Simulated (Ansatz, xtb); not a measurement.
A geometry optimisation of CH2NSb with r2SCAN-D4/def2-SVP

The starting geometry of this gas-phase singlet has its atoms placed at random.

```json
{"atom": "C", "x (Å)": "0.3386", "y (Å)": "1.2759", "z (Å)": "-0.7443"}
{"atom": "N", "x (Å)": "0.9481", "y (Å)": "-0.9020", "z (Å)": "0.2131"}
{"atom": "Sb", "x (Å)": "0.2954", "y (Å)": "-0.4136", "z (Å)": "1.8211"}
{"atom": "H", "x (Å)": "-0.6899", "y (Å)": "0.9755", "z (Å)": "-1.4987"}
{"atom": "H", "x (Å)": "1.0851", "y (Å)": "1.4766", "z (Å)": "0.1295"}
```

**Question.** One run relaxed it with r2SCAN-D4/def2-SVP. What is a likely outcome?

**Answer.** It ends as `[CH2]1[N]=[Sb]1`. Distances that change by over a tenth: C1–H4 (1.31 → 1.10 Å), N2–Sb3 (1.80 → 2.00 Å). Contacts that close: C1–N2 (2.46 → 1.41 Å), C1–Sb3 (3.07 → 2.22 Å).

The energy falls by 6.10 eV over 10 steps:

```
step  E − E(last) (eV)
   1             6.100
   2             4.404
   3             2.821
   4             1.160
   5             0.640
   6             0.115
   7             0.025
   8             0.009
   9             0.001
  10             0.000
```

Final geometry (Å):

```yaml
atoms:
  - { symbol: C, position_ang: [0.3950, 0.7546, -0.2927] }
  - { symbol: N, position_ang: [0.9504, -0.5288, -0.1471] }
  - { symbol: Sb, position_ang: [0.0123, -0.3236, 1.6090] }
  - { symbol: H, position_ang: [-0.4523, 0.8841, -0.9882] }
  - { symbol: H, position_ang: [1.0718, 1.6261, -0.2603] }
```

From the same start GFN2-xTB reaches the same bonding as this run.

From so rough a start the end depends on the optimiser's path, so another program may land elsewhere. The end wasn't checked by frequencies. Atoms past krypton carry core potentials, without spin–orbit terms. Run with Ansatz 0.2.0, 5.7 s on 2 threads of Intel(R) Xeon(R) 6975P-C (Granite Rapids), with other jobs on the host.
